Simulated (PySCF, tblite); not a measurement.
Isomers of C5H9NO2Si2, one GFN2-xTB conformer each. Single-point energies are computed at PBE0/pcSseg-1 (PySCF, gas phase, no added dispersion term), electronic only.

Question: Rank them by PBE0/pcSseg-1 energy, lowest first (kcal/mol).
A. `[O:1]=[CH:2][c:3]1[cH:4][cH:5][o:6][c:7]1[N:8]([SiH3:9])[SiH3:10]` with O1–C2–C3–C4 -176°
B. `[O:1]=[C:2]([OH:3])[C:4]1=[CH:5][Si@@H:6]([NH:7][SiH3:8])[CH:9]=[CH:10]1` with O1–C2–O3–H 0°, O1–C2–C4–C5 179°, C5–Si6–N7–Si8 -170°

Answer: B (0.0), A (26.4).

As drawn, the lower has an O–H bond, an N–H bond and a C(=O)–O unit, which the higher lacks; the higher has an aromatic ring, which the lower lacks. GFN2-xTB itself gives, in the same order: 41.6, 0.0. GFN2-xTB puts O=Cc1ccoc1N([SiH3])[SiH3] lowest instead.

Question: Which frontier levels, dipoles and rotational constants go with these structures?

Answer: 
```csv
SMILES,"HOMO (eV, PBE0/pcSseg-1)",LUMO (eV),dipole (D),"A, B, C (MHz)"
O=C(O)C1=C[Si@@H](N[SiH3])C=C1,-7.01,-2.30,2.13,"2897, 415.0, 381.4"
O=Cc1ccoc1N([SiH3])[SiH3],-6.34,-1.68,3.77,"1276, 1118, 618.7"
```

Question: What happens when harmonic zero-point energies from GFN2-xTB frequencies are added?

Answer: 
```tsv
SMILES	ZPE (kcal/mol)	electronic (kcal/mol)	with ZPE (kcal/mol)
O=C(O)C1=C[Si@@H](N[SiH3])C=C1	78.7	0.0	0.0
O=Cc1ccoc1N([SiH3])[SiH3]	77.2	26.4	25.0
```

The zero-point energies span 1.5 kcal/mol. The order is unchanged.
